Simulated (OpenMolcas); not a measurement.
## Ni2+: moving the ligands

Ni2+ with 6 ligands (chloride) in tetragonal octahedral coordination (D4h) at 2.45 Å, the axial distance 2.475 Å. A charge of +0.667 e stands 3.2 Å behind each ligand. Ligand basis ANO-RCC-VDZP.
```
Ni    0.0000    0.0000    0.0000
Cl    2.4500    0.0000    0.0000
Cl    0.0000    2.4500    0.0000
Cl   -2.4500    0.0000    0.0000
Cl    0.0000   -2.4500    0.0000
Cl    0.0000    0.0000    2.4745
Cl    0.0000    0.0000   -2.4745
```

```yaml
Program: OpenMolcas 26.06
Method: "SS-CASPT2, IPEA 0.25 Eh, imaginary shift 0.1 Eh (closed shells correlated: 3s 3p and the ligand valence shells)"
Basis: ANO-RCC-VDZP [5s4p2d1f]
Scalar_Hamiltonian: DKH2, point nucleus
Active_space: 8 electrons in 5 orbitals (3d)
State_averaging: 2S+1 = 3 even, 10 roots; 2S+1 = 1 even, 15 roots
Spin-orbit_coupling: state interaction with AMFI integrals over the reference wave functions
```

Runs around this geometry, states (labels of D4, the rotations of D4h). Energies in cm-1 above the lowest state or level, χT in cm3 K/mol.

```json
{"R (Å)": "2.39", "Axial / equatorial distance": "1.01", "Ground state": "3B1", "First state of that spin": "3E 6150", "First gap with spin-orbit (degeneracies)": "2 (1, 2)", "χT at 300 K": "1.481", "First state of another spin": "1A1 12460"}
{"R (Å)": "2.45", "Axial / equatorial distance": "1.01", "Ground state": "3B1", "First state of that spin": "3E 5210", "First gap with spin-orbit (degeneracies)": "2 (1, 2)", "χT at 300 K": "1.571", "First state of another spin": "1A1 12480"}
{"R (Å)": "2.45", "Axial / equatorial distance": "1.111", "Ground state": "3B1", "First state of that spin": "3E 3470", "First gap with spin-orbit (degeneracies)": "29 (1, 2)", "χT at 300 K": "1.744", "First state of another spin": "1A1 11800"}
```

Taking the first state of the same spin as R^-n, n = -ln(5210 / 6150) / ln(2.45 / 2.39) = 6.7 between the shortest and longest distance.

Over all roots computed the reference weight is 0.65 to 0.67 in R = 2.39 in ratio = 1.01, 0.66 to 0.67 in R = 2.45 in ratio = 1.01, 0.66 to 0.67 in R = 2.45 in ratio = 1.111; a low but even weight reflects the number of correlated electrons. A single d shell leaves out the double-shell effect, which counts most for late 3d ions, where the CASPT2 field can be off either way by tens of per cent. Ligand-to-metal charge-transfer states are missing. For late 3d ions with one d shell CASPT2 can put B and the spin-flip bands somewhat low as well as high. With one d shell and no ligand orbital active, 10Dq can be off by tens of per cent for divalent 3d ions, low with halides held by bare charges and at times high in hosts, and the orbital part of g and χT goes as 1/10Dq. Free-ion shares, where given, are those of the reference states; single-state CASPT2 does not remix them. No measured value stands beside these numbers; the geometry was imposed, not optimised, and the real ion may take another.
